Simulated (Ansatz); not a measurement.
```yaml
crystal:
  periodic: [false, false, false]
  atoms:
    - {symbol: F, position_ang: [-1.848329, -1.119588, 1.127626]}
    - {symbol: C, position_ang: [-0.520563, -0.703963, 0.975738]}
    - {symbol: F, position_ang: [0.279229, -1.727746, 0.981424]}
    - {symbol: C, position_ang: [-0.445013, 0.099722, -0.412017]}
    - {symbol: C, position_ang: [0.976122, 0.563927, -0.666870]}
    - {symbol: F, position_ang: [0.922599, 1.220773, -1.892592]}
    - {symbol: F, position_ang: [1.260664, 1.518598, 0.218682]}
    - {symbol: H, position_ang: [-0.284759, 0.013393, 1.776353]}
    - {symbol: H, position_ang: [-1.207985, 0.916130, -0.412277]}
    - {symbol: H, position_ang: [-0.727558, -0.647524, -1.188861]}
    - {symbol: H, position_ang: [1.664014, -0.211330, -0.628673]}
basis:
  gaussian: {orbitals: x2c-TZVPPall}
magnetization: {spin_polarized: true, initial_magnetization: 1}
hamiltonian: {xc: {name: B97}}
accuracy: high
```

```sh
$ ansatz run in.yaml --threads 4 --pin off --events-out ev --progress --plain --max-ram 11315MiB
```

**Question.** How does Ansatz answer? (Estimate.)

**Answer.** Computed: The input was rejected before any iteration.
```
Error: a molecule whose nuclei and cores have a total charge of 58 cannot have a net charge of 0 together with 1 unpaired electrons
```
